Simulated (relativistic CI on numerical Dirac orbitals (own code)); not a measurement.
**Cu4+ in a cubic cluster: 2p photoemission with charge transfer**

Computed with a charge-transfer multiplet model of a cubic metal-ligand cluster with up to 3 ligand holes, Slater and spin-orbit integrals from Dirac-Coulomb-Breit ions, Slater integrals scaled by 0.8. The ground state mixes d7 with configurations of k ligand holes L, whose averages lie at kΔ + k(k − 1)U_dd/2; a core hole lowers each added d electron by U_cd. 300 K, Lorentzian 0.6 eV and Gaussian 0.8 eV FWHM.

Atomic integrals in eV (Slater integrals scaled, ζ unscaled), ground: F2dd 11.838, F4dd 7.422, zeta_d 0.120; with the core hole: F2dd 13.125, F4dd 8.265, zeta_d 0.162, zeta_core 13.365, F2cd 8.072, G1cd 6.340, G3cd 3.612.

Cluster parameters (eV): Δ = -1.4, U_cd = 7.9, 10Dq = 0.3, 10Dq(ligand) = 1.5, V(eg) = 2.05, V(t2g) = -0.91, final-state hopping factor = 1.

| Case | n_d | d7 | d8L | d9L2 | d10L3 | S |
| --- | --- | --- | --- | --- | --- | --- |
| U_dd = 5.7 eV | 8.02 | 0.17 | 0.65 | 0.17 | 0.01 | 0.58 |
| U_dd = 6.4 eV | 7.97 | 0.18 | 0.67 | 0.15 | 0.00 | 0.61 |
| U_dd = 7.1 eV | 7.93 | 0.20 | 0.67 | 0.13 | 0.00 | 0.64 |
| U_dd = 7.8 eV | 7.90 | 0.21 | 0.68 | 0.11 | 0.00 | 0.69 |
| U_dd = 8.5 eV | 7.86 | 0.24 | 0.67 | 0.09 | 0.00 | 0.79 |

Weights, n_d and S are thermal averages at 300 K. Binding energies count from the first peak over 30 % of the highest in each spectrum, which can be another peak from case to case. The parameters are a model scan and need not match a compound or its usual spin state. Peaks in eV (height, largest 100):
- U_dd = 5.7 eV: 0.0 (100), 6.7 (46), 10.1 (5), 11.9 (12), 13.2 (9), 20.6 (44), 22.3 (12), 27.1 (25), 31.9 (8)
- U_dd = 6.4 eV: 0.0 (100), 6.7 (35), 11.8 (9), 12.8 (9), 20.6 (43), 22.4 (18), 27.5 (21), 32.1 (6)
- U_dd = 7.1 eV: 0.0 (100), 6.8 (28), 12.9 (9), 20.8 (40), 22.4 (23), 28.0 (19)
- U_dd = 7.8 eV: 0.0 (100), 6.7 (23), 9.7 (12), 13.4 (6), 20.8 (38), 22.4 (28), 28.0 (16), 29.6 (10)
- U_dd = 8.5 eV: 0.0 (100), 6.7 (22), 9.9 (13), 14.5 (5), 21.0 (36), 22.4 (35), 28.1 (13), 29.6 (12)

Curve for U_dd = 8.5 eV (points under 2 left out, the grid thinned):

```
E (eV)  Intensity
  -3.1        2.1
  -2.3        3.7
  -1.4       10.6
  -0.6       53.9
   0.2       96.0
   1.0       48.7
   1.9       24.4
   2.7       18.3
   3.5       15.5
   4.3       14.8
   5.2       17.7
   6.0       19.2
   6.8       21.5
   7.7       16.9
   8.5       12.3
   9.3       11.1
  10.1       12.2
  11.0        8.5
  11.8        6.6
  12.6        3.4
  13.4        2.8
  14.3        5.3
  15.1        4.7
  15.9        2.9
  16.8        2.3
  17.6        2.9
  18.4        3.7
  19.2        5.2
  20.1       16.6
  20.9       36.4
  21.7       29.9
  22.5       34.4
  23.4       14.5
  24.2        7.4
  25.0        4.9
  25.9        3.9
  26.7        5.2
  27.5       10.2
  28.3       12.3
  29.2       10.7
  30.0       10.0
  30.8        3.7
  34.6        2.1
  35.5        2.1
  38.9        2.1
```

For the case U_dd = 6.4 eV, Δ = -1.4 eV is smaller than U_dd = 6.4 eV, the charge-transfer side of the Zaanen-Sawatzky-Allen scheme (negative Δ: between configuration averages a ligand hole costs less than the nominal valence; multiplet and field energies can change this for the lowest states). With the core hole the average of the configuration with one ligand hole lies at Δ − U_cd = -9.3 eV before mixing: it lies below the unscreened one, so the lowest final states are mostly screened and the unscreened weight appears at higher binding energy as a satellite.
